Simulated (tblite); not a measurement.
C2H11PSi2.
SMILES with atom numbers: `[CH3:1][CH2:2][Si@@H:3]([SiH3:4])[PH2:5]` (hydrogens: H6, H7, H8 on C1; H9, H10 on C2; H11 on Si3; H12, H13, H14 on Si4; H15, H16 on P5)

Computed with GFN2-xTB (tblite), gas phase: Langevin dynamics at 400 K from the optimised GFN2-xTB geometry, time step 0.5 fs, friction 0.01 fs⁻¹, 2000 steps.

Start geometry:
```
atom  x, y, z in Å
C1     -1.791   -0.900   -0.009
C2     -0.950   -0.451    1.179
Si3     0.561    0.594    0.637
Si4     2.002   -0.644   -0.720
P5     -0.321    2.440   -0.311
H6     -2.144   -0.033   -0.569
H7     -1.210   -1.530   -0.681
H8     -2.662   -1.466    0.318
H9     -1.576    0.131    1.857
H10    -0.612   -1.326    1.737
H11     1.198    1.102    1.870
H12     1.481   -0.809   -2.083
H13     3.317   -0.014   -0.860
H14     2.222   -1.993   -0.193
H15     0.905    3.008   -0.604
H16    -0.430    1.901   -1.581
```

The statistics below take the 31 frames saved every 25 fs from 250 to 1000 fs; their kinetic temperature (all 3N coordinates) averages 401 K.

Task: How do the bond lengths spread?

Result: 
```tsv
bond	start (Å)	mean (Å)	standard deviation (Å)	shortest (Å)	longest (Å)
C1–C2	1.523	1.537	0.044	1.453	1.620
C2–Si3	1.915	1.929	0.037	1.866	1.999
Si3–Si4	2.335	2.350	0.068	2.214	2.478
Si3–P5	2.255	2.279	0.071	2.151	2.487
C1–H6	1.090	1.097	0.031	1.049	1.169
C1–H7	1.089	1.099	0.044	1.035	1.193
C1–H8	1.089	1.100	0.028	1.041	1.175
C2–H9	1.091	1.095	0.024	1.047	1.143
C2–H10	1.091	1.096	0.028	1.041	1.140
Si3–H11	1.478	1.488	0.049	1.396	1.613
Si4–H12	1.468	1.478	0.044	1.384	1.573
Si4–H13	1.465	1.476	0.043	1.366	1.573
Si4–H14	1.465	1.479	0.051	1.377	1.557
P5–H15	1.382	1.388	0.033	1.337	1.459
P5–H16	1.383	1.397	0.043	1.310	1.485
```

Task: Give the same statistics for bond angles, one of each kind.

Result: 
| angle | start (°) | mean (°) | standard deviation (°) | smallest (°) | largest (°) |
| --- | --- | --- | --- | --- | --- |
| C2–C1–H6 | 110.2 | 110.1 | 5.2 | 101.0 | 122.0 |
| C2–C1–H7 | 110.9 | 110.9 | 5.0 | 99.7 | 124.1 |
| H6–C1–H7 | 108.4 | 108.7 | 4.4 | 98.9 | 117.2 |
| C1–C2–Si3 | 112.0 | 112.7 | 4.3 | 103.4 | 123.7 |
| C1–C2–H9 | 108.9 | 110.4 | 4.2 | 102.0 | 119.0 |
| C1–C2–H10 | 109.5 | 109.2 | 4.3 | 101.6 | 117.7 |
| Si3–C2–H9 | 109.7 | 108.4 | 4.1 | 101.5 | 117.0 |
| Si3–C2–H10 | 109.8 | 109.6 | 4.2 | 101.3 | 123.4 |
| H9–C2–H10 | 106.7 | 105.9 | 3.1 | 99.4 | 114.8 |
| C2–Si3–Si4 | 111.2 | 113.3 | 6.2 | 102.4 | 127.5 |
| C2–Si3–P5 | 104.9 | 105.9 | 5.4 | 92.4 | 113.4 |
| C2–Si3–H11 | 107.0 | 106.8 | 4.5 | 96.1 | 116.0 |
| Si4–Si3–P5 | 115.5 | 110.2 | 5.0 | 102.4 | 123.1 |
| Si4–Si3–H11 | 113.6 | 114.6 | 5.9 | 100.4 | 124.1 |

Task: How far does each atom move about its mean position (frames aligned on the start, all atoms weighted alike), and what rms force does it feel?

Result: 
```
atom  rms displacement (Å)  rms force (eV/Å)
  C1                  0.23              2.19
  C2                  0.15              1.62
 Si3                  0.17              1.54
 Si4                  0.22              1.55
  P5                  0.42              1.36
  H6                  0.47              1.05
  H7                  0.52              1.41
  H8                  0.39              1.01
  H9                  0.27              0.84
 H10                  0.33              0.95
 H11                  0.33              0.72
 H12                  1.23              0.79
 H13                  1.22              0.80
 H14                  1.23              0.99
 H15                  1.13              0.74
 H16                  1.04              0.90
```

The displacements run from 0.15 to 1.23 Å.

Task: Follow the torsion C1–C2–Si3–Si4 through every second one of these frames.

Result: 
```csv
t (fs),C1–C2–Si3–Si4 (°)
250,-60
300,-69
350,-57
400,-42
450,-42
500,-33
550,-34
600,-30
650,-44
700,-37
750,-41
800,-47
850,-43
900,-34
950,-35
1000,-50
```

Largest departure from the start value over all these frames: C1–C2–Si3–Si4 37° (start -62°).

The run is classical and short, so these are rough statistics of one trajectory.

The cost below is that of the whole dynamics run. Hardware: one thread of an Arm Neoverse V1, on a shared host. Cost: 15 s wall, 0.19 GiB resident at most.
